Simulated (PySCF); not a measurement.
An equivalent PySCF input for Kr(2+) (krypton, charge +2), [Ar] 3d10 4s2 4p4, high-spin 3P determinant, with scalar relativity through the core potential:

```python
from pyscf import gto, scf, dft, mp, cc
import basis_set_exchange as bse
txt = bse.get_basis("aug-cc-pVDZ-PP", elements=["Kr"], fmt="nwchem", header=False)
cut = txt.index("\nECP")
mol = gto.M(atom="Kr 0 0 0", charge=2, spin=2, symmetry="D2h",
            basis=gto.basis.parse(txt[:cut]),
            ecp={"Kr": gto.basis.parse_ecp(txt[cut:])})
mf = dft.UKS(mol, xc="PBE")
mf.irrep_nelec = {'Ag': (4, 4), 'B1g': (1, 1), 'B2g': (1, 1), 'B3g': (1, 1), 'B1u': (2, 1), 'B2u': (2, 2), 'B3u': (2, 1)}
mf.kernel()
```

It reaches the same state as the run whose output follows, with an energy that differs only through the grid. The run itself started from symmetry-adapted Hartree-Fock orbitals and held the occupation by maximum overlap, on a logarithmic radial grid, so the iterations belong to that start.

```
SCF conv_tol = 1e-09
number electrons alpha = 13  beta = 11
XC functionals = PBE
    J. P. Perdew, K. Burke, and M. Ernzerhof.,  Phys. Rev. Lett. 77, 3865 (1996)
    J. P. Perdew, K. Burke, and M. Ernzerhof.,  Phys. Rev. Lett. 78, 1396 (1997)
    J. P. Perdew, K. Burke, and M. Ernzerhof.,  Phys. Rev. Lett. 77, 3865 (1996)
    J. P. Perdew, K. Burke, and M. Ernzerhof.,  Phys. Rev. Lett. 78, 1396 (1997)
cycle= 1 E= -462.135929040131  delta_E= -0.00677  |g|= 0.0312  |ddm|= 0.207
cycle= 2 E= -462.136060741236  delta_E= -0.000132  |g|= 0.00953  |ddm|= 0.0261
cycle= 3 E= -462.136077638523  delta_E= -1.69e-05  |g|= 0.000785  |ddm|= 0.0142
cycle= 4 E= -462.13607789399  delta_E= -2.55e-07  |g|= 1.99e-05  |ddm|= 0.0024
cycle= 5 E= -462.136077894212  delta_E= -2.22e-10  |g|= 7.15e-07  |ddm|= 6.99e-05
converged SCF energy = -462.136077894212  <S^2> = 2.0012508  2S+1 = 3.0008338
```

Energies and moments cover only the electrons outside the core potential.
